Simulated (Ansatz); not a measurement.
Frontier orbitals of CH$_{5}$NOSi (`O[SiH]1CN1`).

```xyz
9

O    -1.362   -1.416   -0.766
Si   -0.753   -0.199    0.135
C     0.994    0.125    0.542
N     0.323    0.904   -0.564
H    -0.821   -1.720   -1.498
H    -1.832    0.204    1.054
H     1.836   -0.480    0.210
H     1.219    0.674    1.458
H     0.395    1.908   -0.571
```

Charge 0, multiplicity 1. All single points use the PBE0-D4/def2-TZVP geometry. It is one conformer, not always the lowest. Basis def2-TZVPP, the Gaussian-basis code of Ansatz.

Orbital energies of one run (eV). Highest occupied ones, from the top: -5.53, -6.61, -7.95, -8.66, -9.12, -9.85, -10.81, -12.58, -13.94, -15.58, -21.87, -25.29, -94.36, -94.38. Empty: -0.18, -0.01, 0.71, 1.25, 1.38, 2.14.

Task: Which functional gave them?
A. PBE
B. r2SCANh
C. ωB97M-V
D. LC-ωPBE

Result: A. HOMO energies: PBE -5.53, r2SCANh -6.26, ωB97M-V -9.15, LC-ωPBE -9.62 eV.

LC-ωPBE has ω = 0.4 bohr⁻¹.
